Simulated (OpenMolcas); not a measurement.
Mn III: Racah parameters, worked from levels

```json
{
  "Program": "OpenMolcas 26.06",
  "Basis": "ANO-RCC-VTZP [6s5p3d2f1g]",
  "Scalar Hamiltonian": "DKH2, point nucleus",
  "Active space": "11 electrons in 8 orbitals (RAS1 3p, at most 2 holes; RAS2 3d)",
  "State averaging": "2S+1 = 6 even, 1 root; 2S+1 = 4 even, 24 roots; 2S+1 = 2 even, 58 roots",
  "Spin-orbit coupling": "state interaction with AMFI integrals over the reference wave functions, term energies averaged over their components"
}
```

Methods: RASSCF; MS-RASPT2, IPEA 0.25 Eh, imaginary shift 0.1 Eh (closed shells correlated: 3s).

**Racah parameters.** Above 6S, d5 has 4D at 17B + 5C, 4G at 10B + 5C and 4P at 7B + 7C. The first two fix B and C, and the third tests them; where it misses by thousands of cm-1, two parameters do not describe the configuration (Trees and configuration-interaction terms are left out) and B and C hang on the terms chosen. Term energies are centres of gravity, weighted by 2J + 1.

```csv
Source,4D,4G,B,C,C/B,"4P from B, C",4P found
RASSCF,38905,32928,854,4878,5.71,40124,33548
MS-RASPT2,33865,27915,850,3883,4.57,33131,30711
```

Energies in cm-1. From RASSCF to MS-RASPT2, B changes by -0.5 % and C by -20.4 %.

CASPT2 breaks the degeneracy within a term, and the mean is taken; among the terms shown or strongly mixed into the levels shown the widest spread is 310 cm-1 (3d5 4G, MS-RASPT2). Active for correlation alone: 3p; no level in the range computed is led by a configuration that opens it, so any true level of that kind is missing. Without dynamic correlation excited terms often stand tens of per cent too high (terms of higher spin than the ground term too low), and those without a measured partner can miss by more than the paired ones (holds for RASSCF). Only configurations of the active space appear.
